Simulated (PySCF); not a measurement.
**A ladder of Hamiltonians for Mg⁸⁺ (magnesium, charge +8)**

Occupied: 1s1/2, 2s1/2. Hartree-Fock calculated with PySCF 2.14 in an even-tempered Gaussian basis (17 s from 0.3 bohr⁻², ratio 2.7; 11 p from 0.36 bohr⁻², ratio 2.7), Gaussian nucleus throughout. NR is non-relativistic, sf-X2C the spin-free one-electron X2C Hamiltonian, X2C adds the bare one-electron spin-orbit term, X2C-SNSO screens it by Boettger's factors, DC is four-component Dirac-Coulomb, and the Gaunt and Breit terms are added at first order (total energies over the DC spinors, levels after relaxing the spinors in that mean field). QED terms are absent. Levels marked empty are virtual spinors of this ion.

```csv
Hamiltonian,E (hartree)
NR,-161.9635
sf-X2C,-162.2617
X2C,-162.2617
X2C-SNSO,-162.2617
DC,-162.2739
DC+Gaunt,-162.2489
DC+Breit,-162.2493
```

| level (eV) | NR | sf-X2C | X2C | X2C-SNSO | DC | DC+Gaunt | DC+Breit |
| --- | --- | --- | --- | --- | --- | --- | --- |
| 1s1/2 | -1646.0 | -1648.6 | -1648.6 | -1648.6 | -1648.9 | -1648.3 | -1648.3 |
| 2s1/2 | -323.59 | -324.25 | -324.25 | -324.25 | -324.27 | -324.22 | -324.23 |
| 2p1/2 (empty) | -265.14 | -265.26 | -265.61 | -265.55 | -265.56 | -265.48 | -265.50 |
| 2p3/2 (empty) | -265.14 | -265.26 | -265.08 | -265.11 | -265.11 | -265.07 | -265.08 |
| 3s1/2 (empty) | -114.56 | -114.73 | -114.73 | -114.73 | -114.74 | -114.72 | -114.73 |

Task: How large are the two-electron picture-change error of X2C and the Breit correction in the total energy?

Result: X2C-1e lies 0.0123 hartree above Dirac-Coulomb; Gaunt adds 0.0250 and the full Breit term 0.0246 hartree.

```
interval (eV)     X2C  X2C-SNSO      DC  DC+Gaunt  DC+Breit
2p3/2 − 2p1/2  0.5319    0.4431  0.4511    0.4163    0.4163
```

Weight of the small component: 1s1/2 0.00182, 2s1/2 0.000343, 2p1/2 0.000314, 2p3/2 0.000313, 3s1/2 0.000116.

Koopmans' value for the highest occupied level at DC+Breit: 324.23 eV, against an ionisation energy of 327.99 eV (semi-empirical (NIST evaluation); NIST Atomic Spectra Database, ionization energies); the former lacks relaxation, correlation, QED and recoil.

The whole ladder took 30 s of wall time on 1 thread of Neoverse-V1 (shared host), launched as `OMP_NUM_THREADS=1 python relrun2.py TASK.json OUT` (a driver that calls PySCF for each Hamiltonian).
